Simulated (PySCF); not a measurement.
Spinor energies of Pr(53+) (praseodymium, charge +53)

Start: [He] 2s2 2p2; 2p1/2 filled at m_j = -1/2, +1/2. Calculated with PySCF 2.14 in an even-tempered Gaussian basis (17 s from 33 bohr⁻², ratio 2.4; 13 p from 43 bohr⁻², ratio 2.4; 5 d from 140 bohr⁻², ratio 2.6; 4 f from 210 bohr⁻², ratio 2.6): generalised Hartree-Fock with the X2C-1e Hamiltonian and a Gaussian nucleus; one run each with spin-orbit coupling (SO) switched off, then screened by Boettger's factors.

```
spinor shell  electrons  ε, spin-free (eV)  ε, screened SO (eV)  weight of nominal j (screened SO)  rms radius, screened SO (bohr)
       1s1/2          2           -47232.4             -47201.0                              1.000                          0.0274
       2s1/2          2           -11172.1             -11162.5                              1.000                           0.107
       2p1/2          2           -10637.7             -10973.1                              1.000                          0.0907
```

| quantity | spin-free | screened SO |
| --- | --- | --- |
| E (hartree) | -5275.07046 | -5301.16564 |
| M_J | 0 | 0 |
| ⟨J²⟩ | 2.000 | 0.000 |
| ⟨L²⟩ | 2.000 | 1.333 |
| ⟨S²⟩ | 2.000 | 1.333 |

Breit and QED terms are absent; they matter most for the inner s and p1/2 levels.

Densities and radii are taken from the X2C orbitals without a picture-change correction, which distorts them close to the nucleus.

Without spin-orbit coupling the j labels of p, d and f shells carry no meaning; the spin-free column gives the mean over the occupied spinors of each nl shell.
